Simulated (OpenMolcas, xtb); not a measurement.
A ladder of methods for GeNH3 (SMILES [N][GeH3])

GeNH3: 5 atoms, total charge 0, spin state triplet. As SMILES, `[N][GeH3]`. The shape comes from GFN2-xTB, which is rough for such elements, and wasn't checked as a minimum.

Each level gives the dipole moment (D). The values are calculated.

```
                              level            kind     program  value (D)   CPU time
                           GFN2-xTB  semi-empirical         xtb       3.02  under 2 s
                           GFN0-xTB  semi-empirical         xtb       1.90  under 2 s
                           GFN1-xTB  semi-empirical         xtb       2.26  under 2 s
                 UHF/ANO-R0 (sfX2C)    Hartree–Fock  OpenMolcas       0.98      2.6 s
                         UHF/STO-3G    Hartree–Fock  OpenMolcas       1.30      3.1 s
                          UHF/3-21G    Hartree–Fock  OpenMolcas       1.53      3.1 s
                       UHF/def2-SVP    Hartree–Fock  OpenMolcas       1.40      6.2 s
                     U-r2SCAN/3-21G        meta-GGA  OpenMolcas       1.68       23 s
                    UTPSS/def2-TZVP        meta-GGA  OpenMolcas       1.50    1.7 min
UB3LYP/6-31G* (spherical functions)   global hybrid  OpenMolcas       1.60       26 s
```

All-electron rows without a relativistic Hamiltonian named are non-relativistic. The values span 0.98 to 3.02 D. Magnitudes only: a small dipole may point the other way at some levels. Sets without polarisation functions give poor dipoles. Without the sets that lack polarisation functions the rows with a basis span only 1.40 to 1.60 D. CPU times are rough (shared hosts, several kinds of processor): they show what a rung costs within a factor of a few.
